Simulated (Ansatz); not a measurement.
One change: `C#[C][ZnH]` becomes `C#CN`.

Ansatz, PBE0-D4/def2-TZVP geometries, multiplicity 1. Each molecule was computed in one conformer, which needn't be the lowest.

Scalar relativity is left out up to krypton.

| property | `C#[C][ZnH]` |
| --- | --- |
| LUMO energy (PBE0/def2-TZVPP) / eV | -0.90 |
| size of the dipole moment (ωB97M-V/def2-TZVPP) / D | 0.06 |
| HOMO–LUMO gap (B3LYP/def2-TZVPP) / eV | 6.61 |
| HOMO energy (B3LYP/def2-TZVPP) / eV | -7.78 |
| HOMO–LUMO gap (ωB97M-V/def2-TZVPP) / eV | 10.90 |
| size of the dipole moment (B3LYP/def2-TZVPP) / D | 0.09 |

What does the change do to each property? (Best estimate.)

The calculation gave: 
| property | `C#CN` | shift |
| --- | --- | --- |
| LUMO energy (PBE0/def2-TZVPP) / eV | 0.81 | 1.71 |
| size of the dipole moment (ωB97M-V/def2-TZVPP) / D | 1.82 | 1.76 |
| HOMO–LUMO gap (B3LYP/def2-TZVPP) / eV | 6.72 | 0.11 |
| HOMO energy (B3LYP/def2-TZVPP) / eV | -6.30 | 1.48 |
| HOMO–LUMO gap (ωB97M-V/def2-TZVPP) / eV | 10.97 | 0.07 |
| size of the dipole moment (B3LYP/def2-TZVPP) / D | 1.84 | 1.75 |

With PBE0 the HOMO rises by 1.50 eV and the LUMO rises by 1.71 eV, so the gap widens by about 0.21 eV. PBE moves the HOMO by 1.59 eV and ωB97M-V by 1.52 eV. Dipoles are sizes alone; their direction can turn.

B3LYP here is the variant with VWN-RPA as its local correlation; programs differ in this.
